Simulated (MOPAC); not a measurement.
MOPAC input (AM1):

```
AM1 PRECISE GNORM=0.05 LET XYZ UHF MS=0.5 GEO-OK AUX(PRECISION=9) THREADS=1
ClSi

Si   -0.00000000 1   -0.00000000 1   -1.14275119 1
Cl    0.00000000 1    0.00000000 1    0.94108922 1
```

Task: What heat of formation does the run end on?

Result: 26.54 kcal/mol.
